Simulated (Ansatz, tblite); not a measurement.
Cost and result up the ladder for the cluster Li₅Si (the lowest doublet isomer of a short search) (6 atoms). Charge 0, multiplicity 2. Geometry: PBE-D4/def2-TZVP.

```xyz
6

Li    1.1373   -1.3641    0.5854
Li   -0.7180   -1.0488   -2.0482
Li    0.3166    1.4867    1.8530
Li    1.6214    1.2315   -1.2954
Li   -1.9902   -0.7502    1.1068
Si   -0.3671    0.4449   -0.2017
```

Ansatz on 4 threads of Intel Xeon 6975P-C on a shared host; xTB runs through tblite on one thread. Times are rough, summed over both states, and most runs start from the orbitals of an earlier one. No level here is sound enough to serve as a yardstick. The other state is a singlet.

The xTB rows come from tblite. Correlated methods freeze 5 core orbitals; core or outer-core shells of Li are correlated, in sets that lack core-valence functions. The structure comes from a short search, and lower isomers may exist.

Run but left out: HF/def2-TZVPP (charge +1 singlet: restricted singlet, unstable towards broken spin symmetry); MP2/def2-TZVPP (doublet: ⟨S²⟩ 1.01, where a pure state has 0.75).

Correlated methods converge slowly with the basis.

Raw xTB energies of ions are shifted by several eV, and xTB has no spin-polarisation term.

```csv
level,functions,wall time,vertical IE (eV),remarks
GFN1-xTB,29,0.005 s,10.21,–
PBE-D4/def2-TZVP (with forces),107,1.4 s,3.88,restricted SCF unstable in HF (+1 singlet)
r2SCAN-D4/def2-TZVP,107,2.5 s,3.79,restricted SCF unstable in HF (+1 singlet)
PBE0-D4/def2-TZVP,107,2.9 s,3.77,restricted SCF unstable in HF (+1 singlet)
CCSD(T)/def2-TZVPP,137,13 s,3.65,"restricted SCF unstable (+1 singlet), spin-contaminated (⟨S²⟩ 1.01) (doublet)"
```
